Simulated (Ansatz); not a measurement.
Two isomers of CH8OSi3: A = `[SiH3][SiH]1C[SiH2]O1`, B = `[SiH3][SiH]1CO[SiH2]1`.

Gas-phase electronic energies from Ansatz, PBE0-D4/def2-TZVP geometries. CCSD(T)/CBS is the MP2 limit (def2-TZVPP, def2-QZVPP) plus CCSD(T) − MP2 in def2-TZVPP, frozen cores. Functionals use def2-TZVPP. B3LYP here is the variant with VWN-RPA as its local correlation; programs differ in this.

A:

Z-matrix (Å, degrees):
```
Si
C 1 1.894
Si 1 2.487 2 48.7
Si 1 2.342 2 116.5 3 115.9
O 1 1.683 2 90.8 3 0.4
H 1 1.490 2 114.0 3 -113.1
H 2 1.090 1 115.5 3 115.2
H 2 1.090 1 116.0 3 -114.7
H 3 1.485 1 125.2 2 95.2
H 3 1.485 1 124.8 2 -95.7
H 4 1.489 1 109.4 2 74.6
H 4 1.487 1 111.3 2 -165.2
H 4 1.489 1 109.8 2 -44.5
```

B:

Z-matrix (Å, degrees):
```
Si
Si 1 2.334
H 1 1.489 2 111.3
H 1 1.488 2 110.3 3 120.7
H 1 1.488 2 109.0 3 -119.8
C 2 1.936 1 115.0 3 73.5
Si 2 2.324 1 119.2 3 155.2
H 2 1.491 1 111.3 3 -58.9
O 6 1.443 2 101.3 1 110.4
H 6 1.094 2 113.2 1 -131.9
H 6 1.094 2 114.8 1 -7.2
H 7 1.489 2 121.2 1 4.5
H 7 1.490 2 120.1 1 143.7
```

Which isomer does CCSD(T)/CBS put lower? Give the gap. (Estimate.)

Computed: A, by 217.8 kJ/mol.

Give E(B) − E(A) in kJ/mol with B3LYP-D4, PBE-D4, PBE0-D4, HF/def2-TZVPP, CCSD(T)/def2-TZVPP, B3LYP, r2SCAN-D4. (An estimate is asked.)

Ansatz gave: B3LYP-D4 207.6, PBE-D4 190.0, PBE0-D4 201.3, HF/def2-TZVPP 226.9, CCSD(T)/def2-TZVPP 214.1, B3LYP 206.0, r2SCAN-D4 212.0. None reverses the order clearly.

Largest T1 diagnostic: 0.014.

From PBE to PBE0 (25 % exact exchange), in def2-TZVPP and without D4, E(B) − E(A) moves by +11.5 kJ/mol.
